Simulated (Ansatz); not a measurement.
Ansatz results at the PBE0-D4/def2-TZVP geometry: HOMO energy (PBE/def2-TZVPP) -5.97 eV; size of the dipole moment (PBE/def2-TZVPP) 1.27 D; HOMO–LUMO gap (ωB97M-V/def2-TZVPP) 9.39 eV.

Each molecule was computed in one conformer, which needn't be the lowest.

(1) Which molecule gave them?
A. `O=C(O)C(=O)[SiH3]`
B. `C[SiH]([SiH3])[AsH2]`
C. `BC(C)(C)F`
D. `C=C(N)S`

Answers

(1) A. The others give `BC(C)(C)F`: -6.89, 1.79, 11.02; `C=C(N)S`: -4.97, 1.57, 10.30; `C[SiH]([SiH3])[AsH2]`: -6.09, 0.90, 10.56.
